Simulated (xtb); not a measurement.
Si(OSiH3)(F)(NHSiH3)2 (FH11N2OSi4), SMILES [SiH3]N[Si](F)(N[SiH3])O[SiH3]. All values are semi-empirical tight-binding results from xtb (GFN2-xTB unless named), good for trends rather than for accurate numbers. Geometry optimised at GFN2-xTB. One conformer was computed; it need not be the lowest.

The orbital gap is 5.34 eV and the dipole moment is 1.38 D. The zero-point energy is 69.7 kcal/mol and the G − E(el) at 298.15 K (modified RRHO) is 42.8 kcal/mol. The static polarisability (D4 model) is 139.3 bohr³, the solvation energy, GFN2-xTB/ALPB(water) is -0.1 kcal/mol and the solvation energy, GFN2-xTB/ALPB(methanol) comes out as -4.5 kcal/mol.
